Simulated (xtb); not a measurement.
C$_{2}$H$_{3}$N, charge -1, doublet, geometry from GFN2-xTB (a state made from the parent by changing its charge; the spin is typed, not shown lowest). Base run: GFN0-xTB (xtb).

The xtb input:
```
$ xtb mol.xyz --gfn 0 --chrg -1 --uhf 1 --json

# file mol.xyz
6

C     -1.14762513     0.02603731     0.00494983
C      0.34331707    -0.39971770     0.11496049
N      1.35031630     0.27156055    -0.09560609
H     -1.65947905    -0.62089377    -0.72103085
H     -1.64071404    -0.11653138     0.97659776
H     -1.32617261     1.07858365    -0.30578618
```

The base run was repeated with changes; each row names its change, and settings that it needs were set with it.

```json
[
 {"change": "base", "ΔE vs base (kcal/mol)": "0.000"},
 {"change": "acc = 1000", "ΔE vs base (kcal/mol)": "0.000"},
 {"change": "etemp = 1000", "ΔE vs base (kcal/mol)": "0.000"},
 {"change": "etemp = 3000", "ΔE vs base (kcal/mol)": "-0.562"}
]
```
